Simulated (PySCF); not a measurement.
C10H7F2N.
Numbering: `[CH2:1]=[CH:2][c:3]1[cH:4][n:5]2[cH:6][cH:7][c:8]([F:9])[c:10]2[cH:11][c:12]1[F:13]` (hydrogens: H14, H15 on C1; H16 on C2; H17 on C4; H18 on C6; H19 on C7; H20 on C11)

A GFN2-xTB structure was refined with PBE0-D3(BJ)/def2-SVP geometry optimisation, gas phase (PySCF 2.14.0). Its GFN2-xTB values:

```
 coordinate  GFN2-xTB
      C1=C2   1.327 Å
     C1–H14   1.076 Å
     C1–H15   1.076 Å
      C2–C3   1.457 Å
     C2–H16   1.082 Å
      C4–N5   1.357 Å
     C4–H17   1.078 Å
      N5–C6   1.354 Å
     N5–C10   1.396 Å
     C6–H18   1.071 Å
      C7–C8   1.396 Å
     C7–H19   1.071 Å
      C8–F9   1.344 Å
    C10–C11   1.407 Å
    C11–H20   1.077 Å
    C12–F13   1.349 Å
   C1–C2–C3    126.4°
 C3–C12–F13    118.1°
   N5–C6–C7    108.9°
   C6–C7–C8    106.9°
   C7–C8–F9    126.1°
 C8–C10–C11    134.9°
  F9–C8–C10    125.0°
C11–C12–F13    119.2°
```

Task: How do these coordinates change at the PBE0-D3(BJ)/def2-SVP level?

Result: 
| coordinate | PBE0-D3(BJ)/def2-SVP (Å or °) | change |
| --- | --- | --- |
| C1–H15 | 1.094 | +0.018 |
| C7–H19 | 1.088 | +0.017 |
| C1–H14 | 1.092 | +0.016 |
| N5–C6 | 1.370 | +0.016 |
| C8–F9 | 1.328 | -0.016 |
| C6–H18 | 1.087 | +0.016 |
| C12–F13 | 1.334 | -0.015 |
| C11–H20 | 1.090 | +0.013 |
| C4–H17 | 1.090 | +0.012 |
| C1=C2 | 1.338 | +0.011 |
| C2–H16 | 1.093 | +0.011 |
| N5–C10 | 1.406 | +0.010 |
| C7–C8 | 1.405 | +0.009 |
| C4–N5 | 1.366 | +0.009 |
| C2–C3 | 1.466 | +0.009 |
| C10–C11 | 1.415 | +0.008 |
| C1–C2–C3 | 127.4 | +1.0 |
| C11–C12–F13 | 120.0 | +0.8 |
| C3–C12–F13 | 117.3 | -0.8 |
| N5–C6–C7 | 108.2 | -0.7 |
| F9–C8–C10 | 124.4 | -0.6 |
| C7–C8–F9 | 126.5 | +0.4 |
| C8–C10–C11 | 135.2 | +0.3 |
| C6–C7–C8 | 107.2 | +0.3 |

The energy falls by 6.3 kJ/mol over 7 energy and gradient evaluations, the largest force component goes from 0.0144 to 1.6e-04 Eh/bohr, and the atoms move by 0.023 Å rms after alignment. Among the bonds, C1–H15 and C7–H19 change most and about equally (+0.017 to +0.018 Å). Bonds longer at the end by more than 0.005 Å: 16 of 21; shorter: 2. Rotational constants go from 1633, 554.2, 413.8 to 1628, 549.9, 411.1 MHz.

The run used 217 basis functions and 46 SCF cycles in all.

PBE0-D3(BJ)/def2-SVP frequencies: not computed here. The numbers are those of one conformer.

The values belong to the conformer `[CH2:1]=[CH:2][c:3]1[cH:4][n:5]2[cH:6][cH:7][c:8]([F:9])[c:10]2[cH:11][c:12]1[F:13]`: C1–C2–C3–C4 0°.
